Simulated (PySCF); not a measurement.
## Working out the electron affinity of Br

Br- [Kr] (1S) → Br [Ar] 3d10 4s2 4p5 (2P). Computed with PySCF 2.14 in dyall-av2z, with no relativity, point nucleus. Frozen: [Ar] 3d10; the 39 highest virtual orbitals dropped. Energies in hartree (1 hartree = 27.21139 eV):

```
            part   Br- (lower)    Br (upper)
             UHF  -2572.508718  -2572.416913
CCSD correlation     -0.151332     -0.123089
             (T)     -0.004006     -0.002317
```

Task: What does Hartree-Fock give?

Result: (-2572.416913) − (-2572.508718) = 0.091805 hartree = 2.498 eV.

Task: What do CCSD and CCSD(T) give?

Result: The CCSD correlation energies differ by 0.028243 hartree = 0.769 eV and the triples by 0.001689 hartree = 0.046 eV, so CCSD gives 3.267 eV and CCSD(T) 3.313 eV.

A first-order spin-orbit estimate adds -0.132 eV to CCSD(T) (valence), giving 3.181 eV against 3.364 eV (measured; photodetachment measurements, as compiled on the Wikipedia data page of electron affinities).

The calculation is non-relativistic.

A double-zeta basis recovers only part of the correlation energy.

What remains against the reference includes basis incompleteness, the frozen core and higher excitations.
